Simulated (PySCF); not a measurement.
Ga(Br)(OH)2 (BrGaH2O2), SMILES [Ga]([OH])([Br])[OH].

Geometry: PBE0-D3(BJ)/def2-SVP. The structure was generated by enumeration; whether it is a known compound was not checked. One conformer was computed; it need not be the lowest.

All values below come from HF/def2-TZVP (PySCF).

The molecule is in vacuum.

```yaml
total_energy: -4646.75337 hartree
point_group: Cs
highest_occupied_level: -11.77 eV
lowest_empty_level: 1.99 eV
orbital_gap: 13.76 eV
dipole_moment: 0.333 e·Å
quadrupole, principal values (traceless, Buckingham form, about the centre of nuclear charge): -5.44, 1.84, 3.60 D·Å
mean_static_polarisability: 45.1 bohr³ (6.69 Å³)
polarisability_principal_values: 35.1, 43.9, 56.4 bohr³
```
